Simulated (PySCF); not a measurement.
Al(H)(Br)(OMe) (CH4AlBrO), SMILES C[O][AlH][Br]. Heavy atoms are numbered as in [AlH:1]([Br:3])[O:4][CH3:5]. Hydrogens are named by the atom that carries them.

Geometry optimised at PBE0-D3(BJ)/def2-SVP. The structure was generated by enumeration; whether it is a known compound was not checked. One conformer was computed; it need not be the lowest.

Level of theory: PBE/pcSseg-1 (PySCF).

GIAO shieldings, no solvent; atoms alike by connectivity are averaged. δ = σ(ref) − σ: ¹H against TMS (σ = 31.49 ppm); ¹⁷O against H2O (σ = 334.3 ppm); ¹³C against TMS (σ = 182.0 ppm), references at their B3LYP-D3(BJ)/def2-TZVP geometries, non-relativistic (without spin–orbit terms, shifts of atoms bonded to Cl or Br come out too high).

Problem. Estimate the chemical shifts. (Estimate from the structure and the level; the computed values follow.)

Solution. 
| nucleus | atoms | count | δ (ppm) |
|---|---|---|---|
| ¹H | H on Al1 | 1 | 4.77 |
| ¹H | H on C5 | 3 | 4.46 |
| ¹⁷O | O4 | 1 | 88.8 |
| ¹³C | C5 (CH3) | 1 | 58.2 |
